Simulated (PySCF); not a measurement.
## Ge+: fine-structure interval

Ge+ [Ar] 3d10 4s2 4p1 [4p1/2^1, M_J = 1/2] → Ge+ [Ar] 3d10 4s2 4p1 [4p3/2^1, M_J = 3/2], as a difference of total energies. Computed with PySCF 2.14 in x2c-TZVPall-2c (6s7p4d1f, 54 functions), with the two-component X2C-1e Hamiltonian. Correlated levels: [Ne] frozen. "Screened" scales the spin-orbit matrix elements by Boettger's factors to mimic the two-electron term; Breit and QED terms are absent.

```tsv
method	fine-structure interval (cm⁻¹)
GHF (screened spin-orbit)	2585.4
GMP2 (screened spin-orbit)	1700.9
GHF (bare spin-orbit)	2692.1
```

Errors of the correlated levels include the incompleteness of this basis and the frozen core.

GHF and GMP2 differ strongly here because the two determinants are spin-polarised to different degrees; the interval is a small difference of such terms.

For comparison: 1767.4 cm⁻¹ (measured; NIST Handbook of Basic Atomic Spectroscopic Data (Sansonetti and Martin, J. Phys. Chem. Ref. Data 34, 1559 (2005))).
